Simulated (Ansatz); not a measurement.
A geometry relaxed with r2SCAN-D4/def2-TZVP (Ansatz, an electronic-structure program), charge 0, multiplicity 1:

```xyz
4

H      1.5614    -0.0134    -0.0068
H     -0.7923    -1.3456     0.0051
Ga     0.0000     0.0000     0.0000
H     -0.7691     1.3589     0.0017
```

**Question.** Write the SMILES of this molecule.

**Answer.** `[GaH3]`
